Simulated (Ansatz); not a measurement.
F₅Mo, doublet, at a GFN2-xTB geometry (such geometries of metal compounds can be far from the true shape) (the multiplicity is a formal guess) (all electrons, no relativity). Base run: B3LYP/3-21G (Ansatz, a first-principles code).

Geometry (Å):
```xyz
6

Mo     0.0263    -0.0216     0.0904
F      0.4989    -0.4084     1.7128
F     -1.4098     0.5965    -0.9002
F      0.9748     1.4097     0.2867
F      0.6684     0.0105    -1.6453
F     -0.8551    -1.5076     0.1241
```
Charge 0, spin multiplicity 2.
Orbitals are unrestricted.
All else is at Ansatz's defaults.
Base energy -4455.66338 Eh.

Each row names what was changed in the base input (with any setting that the change needs).

```
change                                                            ΔE vs base (mEh)
----------------------------------------------------------------  ----------------
base                                                                         0.000
final_grid = 4, 8, 17                                                        0.353
lower_state_search = light                                                   0.000
final_grid = 10, 20, 41                                                      0.001
accuracy = high                                                             -0.008
lower_state_search = off                                                     0.000
forces = on                                                                  0.000
final_grid = 6, 12, 29                                                      -0.004
nuclear_model = gaussian                                                    23.822
point_charge = charge:0.5 position_ang:-2.0311, -3.2864, -3.0479            -2.220
```
